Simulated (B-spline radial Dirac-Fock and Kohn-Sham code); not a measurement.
# What relativity does to the binding energies of Os⁶⁺

System: the Os⁶⁺ ion, configuration [Xe] 4f14 5d2.

Both columns are ΔSCF binding energies of the configuration average from a B-spline atomic structure program: non-relativistic Hartree-Fock with a point nucleus, and Dirac-Fock with a finite nucleus and the Coulomb interaction alone, averaged over the two j levels with weights 2j+1.

```
shell  Hartree-Fock (eV)  Dirac-Fock (eV)  shift (eV)  shift (%)
   1s            67968.6          74345.9    +6377.31      +9.38
   2s            11420.1          13119.3    +1699.13     +14.88
   2p            10941.7          11509.4     +567.70      +5.19
   3s             2741.7           3163.3     +421.57     +15.38
   3p             2518.5           2676.9     +158.40      +6.29
   3d             2106.6           2088.5      -18.13      -0.86
   4s              656.8            761.0     +104.20     +15.86
   4p              561.3            598.0      +36.69      +6.54
   4d              387.0            381.7       -5.26      -1.36
   4f              155.8            144.1      -11.72      -7.52
   5s              165.8            184.6      +18.78     +11.32
   5p              132.4            137.5       +5.04      +3.81
   5d              85.57            83.89       -1.67      -1.95
```

Relativity binds 1s, 2s, 2p, 3s, 3p, 4s, 4p, 5s, 5p more strongly, among those listed most of all 4s in relative terms, and 3d, 4d, 4f, 5d more weakly, because the contracted s and p shells screen the nucleus better.

Values without a named source are computed, but for edge energies of neutral atoms, which are taken from tables.
